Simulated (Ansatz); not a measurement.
Gas-phase electronic energies from Ansatz, PBE0-D4/def2-TZVP geometries. CCSD(T)/CBS is the MP2 limit (def2-TZVPP, def2-QZVPP) plus CCSD(T) − MP2 in def2-TZVPP, frozen cores. DFT in def2-TZVPP. Each species was taken in one conformer, which may not be the lowest.

Consider the ligand exchange at a B–C bond: `C=[C]([AlH2])BO` + `O[SiH2][SiH3]` → `OBO[SiH2][SiH3]` + `C=[CH][AlH2]`.

| level | ΔE (kJ/mol) | difference from CCSD(T)/CBS |
| --- | --- | --- |
| B97M-V | -128.8 | -2.9 |
| r2SCAN0-D4 | -128.9 | -3.0 |
| ωB97X-V | -127.4 | -1.5 |
| B2PLYP | -129.2 | -3.3 |
| BHLYP | -134.9 | -9.0 |
| LC-ωPBE | -125.7 | 0.2 |
| HF/def2-SVP | -151.1 | -25.2 |
| CCSD/def2-SVP | -144.4 | -18.5 |
| HF/def2-QZVPP | -142.3 | -16.4 |
| CCSD/CBS(def2) | -128.2 | -2.3 |
| CCSD(T)/CBS | -125.9 | 0 |

(1) What do rigid-rotor, harmonic-oscillator terms from PBE0-D4/def2-TZVP frequencies (298.15 K, 1 bar) make of the CCSD(T)/CBS value? (An estimate is asked.)

Largest T1 diagnostic among the species: 0.013.

Answers

(1) The calculation gave: ΔZPE = +2.2 kJ/mol, ΔH = -124.5 kJ/mol, ΔS = -6 J/(mol·K), ΔG = -122.7 kJ/mol.

From PBE to PBE0 (25 % exact exchange), in def2-TZVPP and without D4, ΔE moves by −3.9 kJ/mol. Leaving LDA and LC-ωPBE aside and taking each functional with its dispersion term where it has one, the values, not all of them listed here, spread over 19.0 kJ/mol, from BHLYP-D4 to revPBE-D4. LDA lies −4.8 kJ/mol from PBE without D4. At CCSD(T), def2-SVP lies −17.0 kJ/mol from the extrapolated value and def2-TZVPP −1.8 kJ/mol.
